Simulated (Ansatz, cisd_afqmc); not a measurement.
System: GaH, charge 1, doublet. GaH+ (parent SMILES [GaH], doublet).
B3LYP-D3(BJ)/def2-TZVP minimum from Ansatz (a quantum-chemistry and plane-wave program):
```xyz
2

Ga     0.0000     0.0000    -0.0528
H      0.0000     0.0000     1.6374
```
Charge +1, spin multiplicity 2.

Total energies in cc-pVDZ, 3 correlated electrons, 14 frozen orbitals. Open shells are spin-unrestricted; no spin-orbit coupling. Correlated methods leave the cores frozen (noble-gas shells, and filled d and f shells in the p block). No relativity. AFQMC/CISD: phaseless, guided by CISD from CCSD amplitudes; bars are statistical, one sigma. Outlying blocks are dropped, and bars are widened where a walk drifts. Over all cases where full CI ran beside it in this data, AFQMC minus full CI had a median of +0.1 mEh and passed +0.4 mEh in a tenth of the cases. The UHF reference of HGa+ (parent SMILES [GaH], doublet) is spin-contaminated (<S^2> up to 0.05 over the pure value in the sets run). The spin of HGa+ (parent SMILES [GaH], doublet) was assumed, and the state is the lowest solution found for it.

```json
[
 {"method": "HF", "program": "Ansatz", "energy (Eh)": "-1923.49521", "minus CCSDT (mEh)": "41.55"},
 {"method": "MP2", "program": "Ansatz", "energy (Eh)": "-1923.52200", "minus CCSDT (mEh)": "14.76"},
 {"method": "CCSD", "program": "Ansatz", "energy (Eh)": "-1923.53619", "minus CCSDT (mEh)": "0.57"},
 {"method": "CCSD(T)", "program": "Ansatz", "energy (Eh)": "-1923.53657", "minus CCSDT (mEh)": "0.19"},
 {"method": "CCSDT", "program": "Ansatz", "energy (Eh)": "-1923.53676", "minus CCSDT (mEh)": "0.00"},
 {"method": "AFQMC/CISD", "program": "cisd_afqmc", "energy (Eh)": "-1923.5367 ± 0.0001", "minus CCSDT (mEh)": "0.1 ± 0.1"}
]
```
